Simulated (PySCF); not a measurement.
Computed IR spectrum (relative IR intensity) of a molecule C₅H₆F₂. Geometry optimised at r2SCAN-D4/def2-SVP. The values are those of a single conformer. All values below come from r2SCAN-D4/def2-SVP in PySCF. Frequencies are harmonic and unscaled.

```
ν (cm⁻¹)  relative intensity
--------  ------------------
478                      3.1
621                      2.2
632                       11
810                       21
869                       16
933                       19
966                      7.5
1018                     2.4
1197                      58
1306                     5.1
1355                      33
1379                     3.1
1419                      34
1441                     4.9
1444                     4.1
1682                     6.0
1752                     100
3038                     7.2
```

**Question.** Pick the molecule that these values belong to.
(A) C=C(F)/C=C(\C)F
(B) C[C@@H]1C=C(F)[C@@H]1F
(C) C=C[C@H](F)C(=C)F
(D) C/C=C/C(F)=C\F

**Answer.** A, C=C(F)/C=C(\C)F
